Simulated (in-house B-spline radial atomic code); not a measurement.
A fraction x of an electron is added to 4f in Ce, starting from [Xe] 4f1 5d1 6s2 and keeping the highest spin. Computed with a B-spline radial code for spherical atoms: scalar-relativistic (X2C) OLYP, spin-polarised, spherical fractional occupations, Fermi nucleus of rms radius 4.8771 fm.

```
  x  E(x) - E(0) (eV)  4f up level (eV)
  0            0.0000            -6.060
0.1           -0.5438            -4.823
0.2                 ?                 ?
0.3                 ?                 ?
0.4           -1.4678            -1.420
0.5           -1.5588            -0.414
```

Q: What belongs in the row x = 0.2?

A: An energy change of -0.9663 eV; 4f up at -3.634 eV.

Q: What belongs in the row x = 0.3?

A: An energy change of -1.2724 eV; 4f up at -2.498 eV.

Q: Up to what added charge does this functional bind the extra electron?

A: The highest level rises by about 5.5 eV per electron near x = 0.5 and would reach zero near x = 0.5, so a whole extra electron isn't bound at the basis-set limit.
